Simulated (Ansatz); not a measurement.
Stepwise reaction of `[OH][Zr]([OH])([Cl])[Cl]` with ammonia, as a gas-phase model of exchange steps in deposition or etching. ΔE in kJ/mol; ΔG adds harmonic PBE0-D4 terms to CCSD(T)/CBS, at 1 bar.

Program: Ansatz. Geometries: PBE0-D4/def2-TZVP. ΔE: electronic, gas phase. CCSD(T)/CBS is the MP2 limit (def2-TZVPP, def2-QZVPP) plus CCSD(T) − MP2 in def2-TZVPP, frozen cores. This one scheme is used for every species. Functionals use def2-TZVPP. B3LYP here is the variant with VWN-RPA as its local correlation; programs differ in this. Elements past krypton have def2 core potentials. For Zr outer-core shells are correlated without core-valence functions, which leaves a few kJ/mol of doubt a bond. One conformer a species, not always the lowest.

```json
{"step": "1", "reaction": "`[OH][Zr]([OH])([Cl])[Cl]` + NH₃ → `[NH2][Zr]([OH])([Cl])[Cl]` + H₂O", "PBE-D4": "62.3", "B3LYP-D4": "65.7", "ωB97M-V": "67.3", "CCSD(T)/CBS": "62.9", "ΔG(500 K)": "60.7"}
```

Task: Give the row of step 2, `[NH2][Zr]([OH])([Cl])[Cl]` + NH₃ → `[NH2][Zr]([NH2])([Cl])[Cl]` + H₂O. (Best estimate.)

Result: The calculation gave: 
```json
{"step": "2", "reaction": "`[NH2][Zr]([OH])([Cl])[Cl]` + NH₃ → `[NH2][Zr]([NH2])([Cl])[Cl]` + H₂O", "PBE-D4": "67.7", "B3LYP-D4": "70.8", "ωB97M-V": "72.8", "CCSD(T)/CBS": "67.7", "ΔG(500 K)": "65.6"}
```

Task: By hand: ΔE of the 2 steps together at CCSD(T)/CBS.

Result: (62.9) + (67.7) = 130.6 kJ/mol, or 65.3 kJ/mol a step.

In ΔE the steps differ by no more than 4.8 kJ/mol. All are uphill at CCSD(T)/CBS. ΔG lies between 60.7 and 65.6 kJ/mol a step. PBE-D4 differs from CCSD(T)/CBS by -0.6 to 0.0 kJ/mol a step. Isolated molecules leave out the surface, adducts and barriers. Largest T1 diagnostic: 0.016.
